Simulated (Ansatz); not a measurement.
Harmonic frequencies (cm⁻¹) at PBE0-D4/def2-TZVP from Ansatz: 161, 267, 288, 336, 535, 539, 759, 789, 1130, 1189, 1209, 2456.

Each molecule was computed in one conformer, which needn't be the lowest.

Task: Which molecule is it?
A. `C[Se]C`
B. `[CH3][Zn][Se]C(F)(F)F`
C. `C[Se][Se][SiH3]`
D. `FC(F)(F)[SeH]`

Result: D.
